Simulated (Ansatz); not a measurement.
`N=C([SiH3])Cl` + H₂ → `N=C[SiH3]` + HCl at 298.15 K and 1 bar (hydrogenolysis of a C–Cl bond).

Program: Ansatz. Geometries: PBE0-D4/def2-TZVP. ΔE: electronic, gas phase. CCSD(T)/CBS adds triple-zeta CCSD(T) − MP2 to the extrapolated MP2 energy (def2 sets, frozen cores). This one scheme is used for every species. One conformer a species, not always the lowest.

```
        species  CCSD(T)/CBS energy (Eh)  H − E (kJ/mol)  S (J/(mol·K))
`N=C([SiH3])Cl`               -843.98946           139.8          318.2
             H₂                 -1.17544            35.1          130.4
    `N=C[SiH3]`               -384.79808           160.3          287.4
            HCl               -460.38127            26.6          186.8
```

H − E and S are ideal-gas, rigid-rotor, harmonic terms from PBE0-D4/def2-TZVP, for one conformer and one mirror image of each species. The MP2-based limit puts H₂ 0.8 mEh under its directly extrapolated value; such offsets cancel only in part. 1 Eh = 2625.50 kJ/mol, R = 8.31446 J/(mol·K).

Question: By hand: ΔE, ΔH, ΔS and ΔG.

Answer: ΔE = (-384.79808) + (-460.38127) − (-843.98946) − (-1.17544) = -0.01445 Eh = -37.9 kJ/mol. Δ(H − E) = 160.3 + 26.6 − 139.8 − 35.1 = 12.0, so ΔH = -25.9 kJ/mol. ΔS = 287.4 + 186.8 − 318.2 − 130.4 = 25.6 J/(mol·K). ΔG = -25.9 − 298.15 × (25.6)/1000 = -33.5 kJ/mol.

Question: By hand: the equilibrium constant, and the temperature at which ΔG would vanish if ΔH and ΔS stayed fixed.

Answer: log₁₀ K = −ΔG/(RT ln 10) = 5.9. ΔH and −TΔS have one sign here, so there is no such temperature.

ΔH outweighs TΔS. A doubt of 5 kJ/mol in ΔE shifts log₁₀ K by 0.9 here. Other conformers and mirror images would add mixing entropy, several J/(mol·K) or more a flexible species. These are equilibria of isolated gas molecules and say nothing of rates. Largest T1 diagnostic: 0.013 (customary marks: 0.02 for closed shells, 0.045 for open ones).
